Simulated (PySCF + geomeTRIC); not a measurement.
Species: H$_{5}$BOSi, SMILES `BO[SiH3]` (charge 0, multiplicity 1).

### Question
Give a relaxed geometry from M06-2X/def2-TZVP in PySCF + geomeTRIC.

### Answer
the end point of this relaxation (outside a Z-matrix the atoms follow the SMILES, hydrogens last).
Cartesian coordinates (Å) in one orientation:
```xyz
8

B      1.452     0.530     0.328
O      0.549    -0.371    -0.112
Si    -1.093    -0.479     0.061
H      1.086     1.467     0.976
H      2.599     0.362     0.053
H     -1.584     0.662     0.857
H     -1.401    -1.749     0.740
H     -1.698    -0.466    -1.282
```
